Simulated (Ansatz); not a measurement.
Molecule: GaCl2 (charge 0, doublet). It need not be the lowest isomer of its formula. 
Geometry from a B3LYP-D3(BJ)/def2-TZVP (Ansatz, a program for electronic structure) optimisation:
```
Ga
Cl 1 2.1845
Cl 1 2.1845 2 119.12
```
Charge 0, spin multiplicity 2.

Basis-set convergence of Hartree-Fock and CCSD correlation energies (hartree) with Ansatz. Valence correlation only, unless marked. UHF or UKS for open shells. Spin-orbit coupling is left out. The frozen core is the preceding noble-gas configuration, with the filled d and f shells of earlier blocks. Non-relativistic.

| basis | functions | E(HF) | E(corr, CCSD) |
|---|---|---|---|
| def2-SVP | 68 | -2841.80923 | -0.33212 |
| def2-TZVPP | 132 | … | … |

### Question
Some entries are withheld; supply them.

### Answer

- def2-TZVPP, E(HF): -2842.37463
- def2-TZVPP, E(corr, CCSD): -0.45952
